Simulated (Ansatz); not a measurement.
CH₄GaNSi (`N#C[SiH2][GaH2]`). Charge 0, multiplicity 1.

```xyz
8

N    -2.934    0.320    0.512
C    -1.884   -0.143    0.402
Si   -0.169   -0.809    0.200
Ga    1.356    0.952   -0.463
H    -0.269   -1.892   -0.813
H     0.189   -1.415    1.509
H     2.861    0.569   -0.681
H     0.850    2.418   -0.666
```

(1) List the harmonic frequencies (cm⁻¹, unscaled) at PBE0-D4/def2-TZVP in Ansatz. (An estimate is asked.)

(2) Is this a minimum?

(3) Give the ideal-gas thermochemistry at 298.15 K and 1 bar (rigid rotor, harmonic oscillator; point group Cs, symmetry number 1).

(4) Rotational constants (cm⁻¹)?

Results:

(1) The calculation gave: 42, 83, 251, 297, 322, 353, 438, 585, 602, 727, 727, 784, 914, 1972, 1994, 2223, 2231, 2323.

(2) Yes, all 18 modes are real.

(3) Zero-point energy 100.9 kJ/mol; H(298) − E = 121.9 kJ/mol; entropy 356.0 J/(mol·K), of which translation 169.4, rotation 114.5, vibration 72.2; G(298) − E = 15.7 kJ/mol. Modes under 100 cm⁻¹ are hindered rotations or soft bends, so the harmonic entropy is rough.

(4) 0.293, 0.04929, 0.04282.
